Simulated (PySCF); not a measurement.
Sn(H)(F)2(OH) (F2H2OSn), SMILES [OH][SnH]([F])[F]. Geometry: B3LYP-D3(BJ)/def2-SVP. The def2 effective core potentials stand for the cores of Sn; spin–orbit coupling is left out. One conformer was computed; it need not be the lowest.

Computed equilibrium geometry at B3LYP-D3(BJ)/def2-SVP (PySCF confirms it by a frequency run) as a Z-matrix, and its point group (one conformer of several):
point group Cs.
```
Sn
F 1 1.9345
F 1 1.9345 2 102.51
O 1 1.9651 2 108.03 3 -113.93
H 4 0.9691 1 112.39 2 55.11
H 1 1.6961 2 112.32 3 120.77
```
Charge 0, spin multiplicity 1.
